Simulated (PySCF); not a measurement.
**Relaxation of triplet RuN(OH)**

All numbers come from UPBE0/[Ru def2-TZVP with ECP28, N def2-TZVP, O def2-TZVP, H def2-TZVP], scalar-relativistic core potentials, density fitting, no spin–orbit coupling, PySCF. A (50,194) grid was used.

A hand-made linear (heavy-atom frame) start, of Cs symmetry, held to at least that symmetry:

```xyz
4
charge 0 multiplicity 3, angstrom
Ru   -0.0056    0.0000    0.0619
N    -0.0056    0.0000    1.8019
O    -0.0056    0.0000   -1.8181
H     0.7298    0.0000   -2.4352
```

Optimiser trace:
| step | E − E(last) (kJ/mol) | largest gradient (Eh/bohr) |
| --- | --- | --- |
| 0 | 69.35 | 0.08922 |
| 1 | 35.46 | 0.02318 |
| 2 | 26.94 | 0.03325 |
| 3 | 13.39 | 0.03083 |
| 4 | 8.72 | 0.01969 |
| 5 | 5.48 | 0.01880 |
| 6 | 4.28 | 0.00936 |
| 7 | 3.15 | 0.00683 |
| 8 | 1.09 | 0.00840 |
| 9 | 0.32 | 0.00533 |
| 10 | 0.08 | 0.00386 |
| 11 | 0.01 | 0.00113 |
| 12 | 0.01 | 0.00133 |
| 13 | 0.00 | 0.00020 |

It ends at Cs with O–H 0.958 Å, Ru–N 1.592 Å, Ru–O 1.885 Å; H–O–Ru 129.3°, N–Ru–O 140.4° (after a last refinement on a finer grid). A frequency run shows a minimum. Other isomers or separated fragments may lie lower.

Final geometry:
```xyz
4
charge 0 multiplicity 3, angstrom
Ru   -0.1356    0.0000    0.0889
N     0.5853    0.0000    1.5079
O     0.2786    0.0000   -1.7498
H     1.1351    0.0000   -2.1787
```

Other spin states or occupations of the open shell can lie lower. At this level a singlet minimum of Cs symmetry lies 34 kJ/mol below this structure.
